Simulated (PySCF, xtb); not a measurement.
Si(F)(Me)2(SH) (C2H7FSSi), SMILES C[Si](C)(F)S.

GFN2-xTB in xtb 6.7.1 at its own geometry gives an orbital gap of 5.02 eV and a dipole moment of 4.01 D.

Geometry: TPSSh-D3(BJ)/def2-SVP. The structure was generated by enumeration, and PubChem lists no compound with its InChIKey, so it may never have been made. Other conformers were not sampled.

Question: What does PySCF with PBE/def2-TZVP give? (The exact figures need the calculation; the answer reports its results.)

Answer: gap 5.47 eV (levels -6.14 and -0.67 eV), dipole 2.76 D.
